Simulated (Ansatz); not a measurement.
Reaction (redistribution): `FC[SiH2]Br` + `FC[CH](F)[GeH3]` → `FC[SiH2]CF` + `F[CH]([GeH3])Br`

Gas-phase electronic energies from Ansatz, PBE0-D4/def2-TZVP geometries. CBS: MP2 limit from def2 TZ/QZ plus the TZ coupled-cluster correction, frozen cores. DFT in def2-TZVPP. B3LYP here is the variant with VWN-RPA as its local correlation; programs differ in this. For Br, Ge outer-core shells are correlated without core-valence functions, which leaves a few kJ/mol of doubt a bond. Scalar relativity is left out up to krypton. One conformer a species, not always the lowest.

**Question.** Is it downhill or uphill in electronic energy at CCSD(T)/CBS, and by how much? (Best estimate.)

**Answer.** The calculation gave: Uphill: ΔE = +147.9 kJ/mol.

**Question.** What do these levels give: r2SCAN-D4, PBE0-D4, ωB97M-V, PBE, r2SCAN, PBE0, B3LYP, MP2/def2-TZVPP, CCSD/def2-TZVPP, HF/def2-QZVPP, SCS-MP2/def2-QZVPP, MP2/CBS(def2)? (Best estimate.)

**Answer.** Ansatz gave: r2SCAN-D4 143.8, PBE0-D4 144.9, ωB97M-V 144.9, PBE 134.7, r2SCAN 143.9, PBE0 145.4, B3LYP 139.9, MP2/def2-TZVPP 148.5, CCSD/def2-TZVPP 147.6, HF/def2-QZVPP 161.5, SCS-MP2/def2-QZVPP 148.2, MP2/CBS(def2) 152.3 kJ/mol.

Largest T1 diagnostic among the species: 0.012.

In def2-TZVPP, CCSD(T) changes the Hartree–Fock value by −17.4 kJ/mol (the triples alone add −3.4 kJ/mol) and MP2 by −13.0 kJ/mol. From PBE to PBE0 (25 % exact exchange), in def2-TZVPP and without D4, ΔE moves by +10.7 kJ/mol.
